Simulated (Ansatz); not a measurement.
Born–Oppenheimer molecular dynamics of Cl₃H₅NOTa (11 atoms, charge 0, multiplicity 1). It starts at the highest image of a converged band, a first-order saddle point between two minima.

Computed with RKS PBE-D4/def2-SVP in Ansatz 0.2.0.

```
ensemble                      : NVE (velocity Verlet)
time step                     : 0.5 fs
steps asked                   : 200
starting velocities drawn for : 300 K
seed                          : 9626
```

First frame:

```xyz
11
Properties=species:S:1:pos:R:3
Ta -0.146 -0.253 -0.120
O 1.906 0.385 -0.138
H 2.343 0.681 0.683
N 0.211 -0.487 1.845
H -0.427 -1.024 2.444
H 1.062 -0.286 2.382
Cl -0.114 -0.505 -2.470
Cl -0.840 1.973 -0.166
Cl -2.039 -1.548 0.211
H 1.172 -1.672 -0.322
H 1.812 -0.840 -0.213
```

How far do the bonds stretch over the last three quarters of this one trajectory? (Pairs bonded in most of those frames.)


```json
{"bond": "Ta1–O2", "mean (Å)": "2.579", "spread (Å)": "0.180", "shortest": "2.17", "longest": "2.77"}
{"bond": "Ta1–N4", "mean (Å)": "2.010", "spread (Å)": "0.031", "shortest": "1.96", "longest": "2.06"}
{"bond": "Ta1–Cl7", "mean (Å)": "2.357", "spread (Å)": "0.041", "shortest": "2.31", "longest": "2.41"}
{"bond": "Ta1–Cl8", "mean (Å)": "2.390", "spread (Å)": "0.054", "shortest": "2.29", "longest": "2.46"}
{"bond": "Ta1–Cl9", "mean (Å)": "2.292", "spread (Å)": "0.034", "shortest": "2.25", "longest": "2.36"}
{"bond": "Ta1–H10", "mean (Å)": "1.802", "spread (Å)": "0.043", "shortest": "1.72", "longest": "1.88"}
{"bond": "O2–H3", "mean (Å)": "0.977", "spread (Å)": "0.015", "shortest": "0.95", "longest": "1.00"}
{"bond": "O2–H11", "mean (Å)": "0.988", "spread (Å)": "0.025", "shortest": "0.95", "longest": "1.06"}
{"bond": "N4–H5", "mean (Å)": "1.031", "spread (Å)": "0.008", "shortest": "1.02", "longest": "1.05"}
{"bond": "N4–H6", "mean (Å)": "1.026", "spread (Å)": "0.012", "shortest": "1.01", "longest": "1.05"}
```

Pairs bonded in part of these frames only: Ta1–H11 23 %.

Mean temperature of the second half: 369 K. The conserved energy stayed within 0.079 meV per atom of its start (net change 0.037 meV per atom), so the integration is sound. A run of 0.1 ps of so small a system gives no equilibrium averages. The orbitals stay closed-shell, which can raise the energy where a bond breaks towards radicals; this wasn't checked here.

The run took 6.9 min on 4 threads of Arm Neoverse V2, with other jobs on the host, peak memory 0.22 GiB.
